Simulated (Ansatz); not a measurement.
## SbH3 (stibine): methods side by side

The species is SbH3 (4 atoms), meant as a singlet with charge 0. As SMILES, `[SbH3]`. The shape was relaxed beforehand at wB97X-V/def2-SVP.

```xyz
4

Sb    0.4519   -0.3069   -0.4600
H     0.8492    0.0711    1.1562
H    -1.0410   -0.9895    0.0068
H    -0.2600    1.2252   -0.7030
```

Each level gives the adiabatic ionisation energy (to the doublet cation, shapes relaxed at wB97X-V/def2-SVP, no zero-point term) (eV). The values are calculated.

```
                              level                   kind  program  value (eV)  less CCSD(T)/def2-TZVPP  CPU time (all runs)
     HF/def2-TZVPP (core potential)           Hartree–Fock   Ansatz        8.23                    -1.05                0.8 s
  SVWN5/def2-TZVPP (core potential)                    LDA   Ansatz        9.50                    +0.22                1.2 s
   BLYP/def2-TZVPP (core potential)                    GGA   Ansatz        9.29                    +0.01                2.2 s
    PBE/def2-TZVPP (core potential)                    GGA   Ansatz        9.31                    +0.03                  2 s
  B3LYP/def2-TZVPP (core potential)          global hybrid   Ansatz        9.42                    +0.14                2.5 s
PBE0-D4/def2-TZVPP (core potential)          global hybrid   Ansatz        9.28                     0.00                2.3 s
 B2PLYP/def2-TZVPP (core potential)          double hybrid   Ansatz        9.31                    +0.03                3.9 s
RPA@PBE/def2-TZVPP (core potential)                    RPA   Ansatz        9.53                    +0.25                3.7 s
    MP2/def2-TZVPP (core potential)    perturbation theory   Ansatz        9.27                    -0.01                1.6 s
CCSD(T)/def2-TZVPP (core potential)  coupled cluster or CI   Ansatz        9.28                     0.00                9.1 s
```

Differences are taken from CCSD(T)/def2-TZVPP (core potential) for orientation; it has basis-set and higher-order errors of its own. Spin-orbit coupling, which can split open shells on such heavy atoms by tenths of an eV, is left out. The values span 8.23 to 9.53 eV. In the correlated wave-function rows the outer d shell of Sb is correlated, in sets not made for it. In so small a basis fixed costs decide the times, and correlated methods can beat functionals. CPU times are rough (shared hosts, several kinds of processor and program).
